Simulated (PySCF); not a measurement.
Cl2Sn, triplet, geometry from GFN2-xTB (such geometries of metal compounds can be far from the true shape) (the spin is typed, not shown lowest) (core potentials on Sn); PySCF with B3LYP/def2-SVP.

Input for PySCF:
```python
from pyscf import gto, scf, dft

mol = gto.Mole()
mol.atom = '''
    Sn    0.00993257   -0.00944619    0.58952790
    Cl    1.24741626    1.57493270   -0.86320274
    Cl   -1.27662969   -1.54714980   -0.87070284
'''
mol.basis = 'def2-svp'
mol.ecp = {'Sn': 'def2-svp'}
mol.spin = 2
mol.verbose = 4
mol.build()

mf = dft.UKS(mol)
mf.xc = 'b3lyp'
mf.grids.atom_grid = (150, 974)
mf.kernel()
```

Predict the main parts of the log of this PySCF run.


```
PySCF version 2.14.0

[INPUT] verbose = 4
[INPUT] num. atoms = 3
[INPUT] num. electrons = 56
[INPUT] charge = 0
[INPUT] spin (= nelec alpha-beta = 2S) = 2
[INPUT] symmetry False subgroup None
[INPUT] Mole.unit = angstrom
[INPUT] Symbol           X                Y                Z      unit          X                Y                Z       unit  Magmom
[INPUT]  1 Sn     0.009932570000  -0.009446190000   0.589527900000 AA    0.018769837013  -0.017850712021   1.114046273790 Bohr   0.0
[INPUT]  2 Cl     1.247416260000   1.574932700000  -0.863202740000 AA    2.357275094729   2.976191467622  -1.631216768574 Bohr   0.0
[INPUT]  3 Cl    -1.276629690000  -1.547149800000  -0.870702840000 AA   -2.412480476588  -2.923689395676  -1.645389903481 Bohr   0.0

nuclear repulsion = 197.67782032331
number of shells = 26
number of NR pGTOs = 133
number of NR cGTOs = 62
basis = def2-svp
ecp = {'Sn': 'def2-svp'}

******** <class 'pyscf.dft.uks.UKS'> ********
method = UKS
initial guess = minao
damping factor = 0
level_shift factor = 0
DIIS = <class 'pyscf.scf.diis.CDIIS'>
diis_start_cycle = 1
diis_space = 8
diis_damp = 0
SCF conv_tol = 1e-09
SCF conv_tol_grad = None
SCF max_cycles = 50
direct_scf = True
direct_scf_tol = 1e-13
number electrons alpha = 29  beta = 27
XC library pyscf.dft.libxc version 7.1.2
    S. Lehtola, C. Steigemann, M. J. T. Oliveira, and M. A. L. Marques,  SoftwareX 7, 1–5 (2018)
XC functionals = b3lyp
    P. J. Stephens, F. J. Devlin, C. F. Chabalowski, and M. J. Frisch,  J. Phys. Chem. 98, 11623 (1994)
radial grids:
    Treutler-Ahlrichs [JCP 102, 346 (1995); DOI:10.1063/1.469408] (M4) radial grids

becke partition: Becke, JCP 88, 2547 (1988); DOI:10.1063/1.454033
pruning grids: <function nwchem_prune>
grids dens level: 3
symmetrized grids: False
atomic radii adjust function: <function treutler_atomic_radii_adjust>
User specified grid scheme (150, 974)
small_rho_cutoff = 0
Set gradient conv threshold to 3.16228e-05
tot grids = 218944
init E= -1111.97275959784

cycle= 1 E= -1131.90190259873  delta_E= -19.9  |g|=  2.1  |ddm|=  5.2

cycle= 2 E= -1127.05483141252  delta_E= 4.85  |g|=  4.1  |ddm|= 7.26

cycle= 3 E= -1134.13832254963  delta_E= -7.08  |g|= 0.654  |ddm|=  5.6

cycle= 4 E= -1134.36846686631  delta_E= -0.23  |g|= 0.45  |ddm|= 1.69

cycle= 5 E= -1134.51123933389  delta_E= -0.143  |g|= 0.0405  |ddm|= 0.621

cycle= 6 E= -1134.51218823436  delta_E= -0.000949  |g|= 0.0232  |ddm|= 0.0905

cycle= 7 E= -1134.51259351175  delta_E= -0.000405  |g|= 0.00305  |ddm|= 0.0336

cycle= 8 E= -1134.5126095554  delta_E= -1.6e-05  |g|= 0.00105  |ddm|= 0.01

cycle= 9 E= -1134.51261143842  delta_E= -1.88e-06  |g|= 0.000299  |ddm|= 0.00378

cycle= 10 E= -1134.51261158531  delta_E= -1.47e-07  |g|= 0.00012  |ddm|= 0.000931

cycle= 11 E= -1134.51261163909  delta_E= -5.38e-08  |g|= 4.43e-05  |ddm|= 0.000859

cycle= 12 E= -1134.51261164248  delta_E= -3.38e-09  |g|= 3.65e-05  |ddm|= 0.000225

cycle= 13 E= -1134.51261164377  delta_E= -1.29e-09  |g|= 6.46e-06  |ddm|= 8.93e-05

cycle= 14 E= -1134.51261164386  delta_E= -8.89e-11  |g|= 2.34e-06  |ddm|= 2.86e-05

Extra cycle  E= -1134.51261164387  delta_E= -5.23e-12  |g|= 2.44e-06  |ddm|= 1.02e-05
converged SCF energy = -1134.51261164387  <S^2> = 2.005648  2S+1 = 3.003763
```
